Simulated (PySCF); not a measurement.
Sn(F)(Me)(NH2)2 (CH₇FN₂Sn), SMILES [CH3][Sn]([F])([NH2])[NH2].

Coordinates come from a PBE-D3(BJ)/def2-SVP optimisation. The structure was generated by enumeration; whether it is a known compound was not checked. The def2 effective core potentials stand for the cores of Sn; spin–orbit coupling is left out. One conformer was computed; it need not be the lowest.

Vertical ionisation energy (IE) and electron affinity (EA) in eV. Rows of orbital energies are one-electron estimates. Where ΔSCF, EOM or ADC give a negative EA the extra electron is unbound and the value depends on the basis.

| level | IE | EA |
|---|---|---|
| −ε(HOMO), −ε(LUMO), PBE0/def2-TZVP (PySCF) | 7.61 | 0.74 |
| −ε(HOMO), −ε(LUMO), PBE/def2-TZVP (PySCF) | 6.15 | 1.67 |
